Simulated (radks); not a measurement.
All-electron atom: Pr III in [Xe] 4f3 (the NIST ground configuration). All-electron calculation, Dirac Kohn-Sham, LDA (Slater exchange, Perdew-Wang correlation), spin-unpolarised, spherical densities, point nucleus; open shells fill j = l - 1/2 first. Program: a radial shooting solver on a logarithmic mesh with Libxc functionals.

Normalised radial functions P(r) = r R(r) (large component), r in bohr:

```
   r/bohr * 4p3/2, o 5p3/2 (the largest magnitude, 1.42, reaches the edge; | marks zero, & curves that meet)
 0.002255                             &
 0.002983                             &
 0.003947                             &
 0.005223                             o*
  0.00691                             o*
 0.009143                             |&
   0.0121                             |o*
  0.01601                             |o *
  0.02118                             | o  *
  0.02802                             |  o   *
  0.03708                             |  o     *
  0.04906                             |   o     *
  0.06491                             |   o     *
  0.08589                             | o   *
   0.1136                           *o|
   0.1504                  *      o   |
   0.1989              *        o     |
   0.2632                  *       o  |
   0.3483                             | o *
   0.4608                             |       o           *
   0.6097                             |      o                   *
   0.8068                             o                     *
    1.067                   o         |          *
    1.412             o               |   *
    1.869              o              |*
    2.473                   o         *
    3.272                         o   *
    4.329                            o*
    5.727                             &
```

4p3/2: eigenvalue -220.85 eV, 2 radial nodes at r = 0.108, 0.327 bohr, <r> = 0.669 bohr, 90 % of the charge inside 0.974 bohr. 5p3/2: eigenvalue -33.390 eV, 3 radial nodes at r = 0.107, 0.315, 0.801 bohr, <r> = 1.78 bohr, 90 % of the charge inside 2.60 bohr.
